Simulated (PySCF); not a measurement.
IK, charge -1, doublet, at the geometry of the source list (a state made from the parent by changing its charge; the spin is typed, not shown lowest) (all electrons, no relativity) (in this run its highest filled SCF level lies above zero, so its values depend strongly on the basis, on diffuse functions most of all). Base run: HF/STO-3G in PySCF.

Input for PySCF:
```python
from pyscf import gto, scf

mol = gto.Mole()
mol.atom = '''
    K    -1.058900   -0.752200   -0.902200
    I     1.058900    0.752200    0.902200
'''
mol.basis = 'sto-3g'
mol.charge = -1
mol.spin = 1
mol.verbose = 4
mol.build()

mf = scf.UHF(mol)
mf.kernel()
mf.analyze()
```

Each row names what was changed in the base input (with any setting that the change needs).

| change | ΔE vs base (mEh) | SCF cycles | <S^2> |
|---|---|---|---|
| base | 0.000 | 8 | 0.751 |
| solver = newton; init_guess = 1e | 0.000 | - | 0.751 |
| diis_space = 20 | 0.000 | 8 | 0.751 |
| conv_tol = 1e-6 | 0.000 | 6 | 0.751 |
| init_guess = huckel | 0.000 | 8 | 0.751 |
| diis = off; damp = 0.3 (with mf.diis_start_cycle = 200; with mf.max_cycle = 150) | 0.000 | 19 | 0.751 |
| diis = off (with mf.max_cycle = 100) | 0.000 | 13 | 0.751 |
| level_shift = 0.3 (with mf.max_cycle = 100) | 0.000 | 13 | 0.751 |
| conv_tol = 1e-4 | 0.000 | 5 | 0.751 |
| diis_space = 12 | 0.000 | 8 | 0.751 |
| DIIS = ADIIS | 0.000 | 13 | 0.751 |
| diis_space = 2 | 0.000 | 9 | 0.751 |
| level_shift = 0.1 (with mf.max_cycle = 100) | 0.000 | 9 | 0.751 |

Open shells are given as the SCF converged; they aren't shown to be the lowest states, and a large step between rows can be another state.
